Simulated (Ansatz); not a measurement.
Basis-set series for `[SiH3][CH2][SnH3]`. Total charge 0; spin multiplicity 1. Sn: def2 effective core potential. The geometry is a stationary point of PBE0-D4/def2-TZVP.

```csv
functional,basis,functions,energy (Eh),HOMO (eV),LUMO (eV)
PBE0-D4,def2-TZVPP,235,-546.53893,-8.25,-0.05
PBE0-D4,def2-QZVPP,449,-546.55350,-8.25,-0.17
ωB97M-V,def2-TZVPP,235,-546.59023,-10.37,1.32
ωB97M-V,def2-QZVPP,449,-546.60408,-10.37,1.02
```

(1) Give the rows for def2-SVP. (An estimate is asked.)

## Answers

(1) Ansatz gave: 
```
functional     basis  functions  energy (Eh)  HOMO (eV)  LUMO (eV)
   PBE0-D4  def2-SVP         98   -546.38097      -8.25       0.35
   ωB97M-V  def2-SVP         98   -546.42552     -10.34       2.04
```

Positive LUMOs are unbound and depend on the basis.
